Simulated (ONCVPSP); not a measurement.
**lanthanum (La): one change to an ONCV potential, before and after**

ONCVPSP 4.0.1 input, shortened (lines: element, Z, core and valence counts, functional; n l f; lmax; l rc ep ncon nbas qcut; lloc lpopt rc5 dvloc0; l nproj debl; icmod fcfact rcfact), LDA (Perdew-Wang 92), scalar-relativistic:

```
  La 57.00    9    4  -001012      upf
    1    0    2.00
    2    0    2.00
    2    1    6.00
    3    0    2.00
    3    1    6.00
    3    2   10.00
    4    0    2.00
    4    1    6.00
    4    2   10.00
    5    0    2.00
    5    1    6.00
    5    2    1.00
    6    0    1.50
    3
    0    2.60    0.00    4    9    5.00
    1    1.85    0.00    4    9    3.90
    2    2.65    0.00    4    8    4.10
    3    2.80    0.47    5    8    4.40
    4    5    1.75    0.00
    0    2    1.40
    1    2    1.10
    2    2    2.60
    3    1    0.90
    0    0.00    0.00
```

In the f channel the program set the typed energies aside and used -0.272 Ha.

All-electron outer shells of the reference configuration (LDA (PZ), scalar-relativistic, ld1.x):

```
shell  level (eV)  outermost node (bohr)  outermost maximum (bohr)
   5s      -41.88                   0.77                      1.41
   5p      -25.28                   0.83                      1.58
   6s       -6.14                   1.85                      3.65
   5d       -5.84                   0.95                      2.21
```

Change: s: qcut 4.5.

Cutoffs: the cutoffs (Ha) at which the residual kinetic energy of the hardest occupied pseudo-wave falls to 1 and 0.1 mHa per electron; they do not see the model core or the augmentation charge, which bear on the density cutoff. Errors are all-electron minus pseudo energies relative to the spin-unpolarised reference configuration.

Question: What does the change do?

Answer: The potential gets neither clearly harder nor softer (42 Ha and 77 Ha → 42 Ha and 77 Ha); the p channel sets the loose cutoff, while the largest relative change is in s, which becomes softer; of the 4 tests that both files solve, the error grows in 1 and shrinks in 0 by more than 15 % and 0.3 meV (median size 0.7 → 0.8 meV); neither file shows a bound ghost.

```tsv
quantity	base	changed
cutoff, loose	42 Ha	42 Ha
cutoff, tight	77 Ha	77 Ha
loose cutoff by channel	s 8.0 Ha, p 42 Ha, d 5.9 Ha	s 6.8 Ha, p 42 Ha, d 5.9 Ha
bound ghosts	none	none
GHOST(+) flags under 300 eV	s at 54.7 eV	s at 49.7 eV
error for 5s2 5p6 5d1 6s2, meV [ΔE -2.48 eV]	+0.3	+0.3
error for 5s2 5p6 5d1 6s1, meV [ΔE 3.68 eV]	-0.7	-0.7
error for 5s2 5p6 5d1 6s0, meV [ΔE 14.82 eV]	-3.8	-4.4
error for 5s2 5p6 5d1.5 6s1.5, meV [ΔE -2.12 eV]	-0.8	-0.8
s: phases at 2.64 bohr within 0.05 rad from the reference energy up to (Ha; the scan ends near 5)	1.8	1.6
p: phases at 1.88 bohr within 0.05 rad from the reference energy up to (Ha; the scan ends near 5)	3.2	3.2
d: phases at 2.69 bohr within 0.05 rad from the reference energy up to (Ha; the scan ends near 5)	to the end of the scan	to the end of the scan
f: phases at 2.84 bohr within 0.05 rad from the reference energy up to (Ha; the scan ends near 5)	-0.1	-0.1
```
